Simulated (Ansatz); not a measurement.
## F2HSiSn+: where a starting geometry ends

The starting geometry of this gas-phase singlet was optimised with GFN2-xTB.

```xyz
5

F    -1.0094   -2.5038    0.4052
F     0.4002    0.6750    0.0491
Si   -2.0203   -1.3513   -0.1348
Sn    0.4028   -0.5724   -1.5496
H    -2.9319   -1.4128    1.0356
```

Task: Where would you expect an optimisation with r2SCAN-D4/def2-SVP to take it?

Result: A new bond forms, giving a structure with F2 bridging Si3 and Sn4, given below by its coordinates. Distances that change by over a tenth: F2–Sn4 (2.03 → 2.35 Å), Si3–Sn4 (2.91 → 2.62 Å). Contacts that close: F2–Si3 (3.16 → 1.73 Å).

The energy falls by 1.33 eV over 15 steps:

| step | E − E(last) (eV) |
| --- | --- |
| 1 | 1.328 |
| 3 | 1.055 |
| 4 | 0.939 |
| 6 | 0.474 |
| 7 | 0.138 |
| 9 | 0.006 |
| 10 | 0.001 |
| 12 | 0.000 |
| 13 | 0.000 |
| 15 | 0.000 |

Final geometry (Å):

```json
{"atom": "F", "x (Å)": "-0.8258", "y (Å)": "-2.6318", "z (Å)": "0.6664"}
{"atom": "F", "x (Å)": "-0.2630", "y (Å)": "-0.0557", "z (Å)": "0.4068"}
{"atom": "Si", "x (Å)": "-1.4118", "y (Å)": "-1.2876", "z (Å)": "0.0200"}
{"atom": "Sn", "x (Å)": "0.0471", "y (Å)": "-0.2881", "z (Å)": "-1.9129"}
{"atom": "H", "x (Å)": "-2.7051", "y (Å)": "-0.9020", "z (Å)": "0.6254"}
```

Frequencies at the end are all real (lowest 112 cm⁻¹). Atoms past krypton carry core potentials, without spin–orbit terms. Run with Ansatz 0.2.0, 21 s on 1 thread of Intel(R) Xeon(R) 6975P-C (Granite Rapids) (shared host).
